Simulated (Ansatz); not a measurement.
Abridged output of a molecular run in Ansatz:

```
Functional definition: HF
1030 factors; integrals over basis functions are off by at most 1.7e-3 eV
mean field evaluation 1: about -5824.6402 eV, gradient 4.0e1 eV
mean field evaluation 2: about -5824.6435 eV, gradient 4.0e1 eV
mean field evaluation 4: about -5827.7529 eV, gradient 3.1e0 eV
mean field evaluation 8: about -5827.7842 eV, gradient 1.1e-1 eV
mean field evaluation 16: about -5827.7801 eV, gradient 3.5e-1 eV
mean field -5827.78424968 eV, -214.1671209617 hartree, gradient 1.9e-6 eV, S^2 0.000000; 0 other end points of the search recorded, 0 dependent functions left out
4 core orbitals not correlated: weight in the atoms' cores, before any rotation towards them, 1.000 or more for the frozen orbitals, at most 0.000 for the correlated occupied ones
reference -5827.78424968 eV, -214.1671209617 hartree; 11, 11 occupied and 151, 151 virtual orbitals, 1030 factors
second order -19.71509013 eV of doubles, -0.00000000 eV of singles
cycle   1  -19.55544666 eV  change    1.6e-1 eV  update   1.0e-1
cycle   2  -20.05263643 eV  change   -5.0e-1 eV  update   2.8e-2
cycle   3  -20.16695560 eV  change   -1.1e-1 eV  update   1.6e-2
cycle   4  -20.14721104 eV  change    2.0e-2 eV  update   4.3e-3
cycle   5  -20.14800429 eV  change   -7.9e-4 eV  update   2.1e-3
cycle   6  -20.14878948 eV  change   -7.9e-4 eV  update   4.6e-4
cycle   7  -20.14833951 eV  change    4.5e-4 eV  update   1.6e-4
cycle   8  -20.14829417 eV  change    4.5e-5 eV  update   3.5e-5
cycle   9  -20.14829368 eV  change    4.9e-7 eV  update   1.0e-5
perturbative correction -0.80503144 eV, -0.0295843599 hartree
Total energy: -5848.73757480 eV, -214.9371414573 hartree
```

Its atoms:

```xyz
7

B     0.775   -0.193   -0.705
O     0.598    0.854    0.178
C    -0.588    0.146    0.535
O    -0.362   -0.912   -0.393
H     1.637   -0.407   -1.491
H    -1.493    0.712    0.305
H    -0.568   -0.200    1.571
```

(1) Which basis set was used?
A. def2-TZVPP
B. cc-pV(D+d)Z
C. def2-SVP
D. def2-SVPD

(2) Write the keys of the input that set method, charge and spin (a neutral closed shell needs none for the last two).

## Answers

(1) A. It gives 166 functions.

(2) 
```yaml
correlation: {method: ccsd_t}
```
